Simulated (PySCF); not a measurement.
Ionisation energy of Bi²⁺ by level of theory

Bi²⁺ [Xe] 4f14 5d10 6s2 6p1 (2P) → Bi³⁺ [Xe] 4f14 5d10 6s2 (1S), as a difference of total energies. Calculation: PySCF 2.14, in x2c-TZVPPall (11s7p6d3f, 83 functions); the spin-free X2C one-electron Hamiltonian (Gaussian nucleus). Correlated levels: valence: [Xe] 4f14 5d10 frozen. The calculations carry no spin-orbit coupling.

```csv
method,ionisation energy (eV)
UHF,23.094
MP2 (valence),23.278
SCS-MP2 (valence),23.267
CCSD (valence),23.329
CCSD(T) (valence),23.339
```

Task: How much does correlation contribute at CCSD(T) (valence)?

Result: 23.339 − (23.094) = 0.245 eV, measured against UHF.

A first-order spin-orbit estimate (lowest level to lowest level, LS coupling) adds 1.463 eV.

Errors of the correlated levels include the incompleteness of this basis and the frozen core.

Every method misses the reference by a wide margin, which points to the basis or the choice of state and not to the methods.

For comparison: 25.571 eV (measured; NIST Atomic Spectra Database, ionization energies).
